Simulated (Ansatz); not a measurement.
W₃Se₅. Total charge 0; triplet. Geometry PBE-D4/def2-SVP.

```xyz
8

W     1.126    1.050   -0.502
W    -0.537   -0.642   -0.861
W    -0.496   -0.297    1.513
Se   -0.053   -2.576    0.920
Se   -0.609    1.783   -1.983
Se   -2.672    0.070    0.579
Se    1.231    1.474    1.977
Se    2.011   -0.863   -1.642
```

In the def2 sets W takes a core potential; there is no spin–orbit coupling. At PBE0-D4/def2-SVP a singlet of charge 0 lies 1.23 eV below the triplet, each at its own geometry. The structure comes from a short search, and lower isomers may exist.

Problem. Estimate the α-spin orbital energies around the gap (eV) in Ansatz with PBE-D4/def2-SVP, r2SCAN-D4/def2-SVP, PBE0-D4/def2-SVP.

Solution. 
| orbital | PBE-D4/def2-SVP | r2SCAN-D4/def2-SVP | PBE0-D4/def2-SVP |
| --- | --- | --- | --- |
| HOMO−5 | -6.27 | -6.55 | -7.26 |
| HOMO−4 | -6.20 | -6.50 | -7.17 |
| HOMO−3 | -5.99 | -6.30 | -7.01 |
| HOMO−2 | -5.80 | -6.06 | -6.80 |
| HOMO−1 | -5.74 | -6.06 | -6.77 |
| HOMO | -4.38 | -4.76 | -5.53 |
| LUMO | -3.91 | -3.98 | -3.39 |
| LUMO+1 | -3.89 | -3.91 | -3.30 |
| LUMO+2 | -3.52 | -3.70 | -3.10 |
| LUMO+3 | -3.44 | -3.44 | -2.97 |
| LUMO+4 | -3.35 | -3.38 | -2.74 |
| LUMO+5 | -3.08 | -3.16 | -2.56 |
| β HOMO | -5.67 | -5.90 | -6.62 |
| β LUMO | -5.33 | -5.38 | -4.81 |
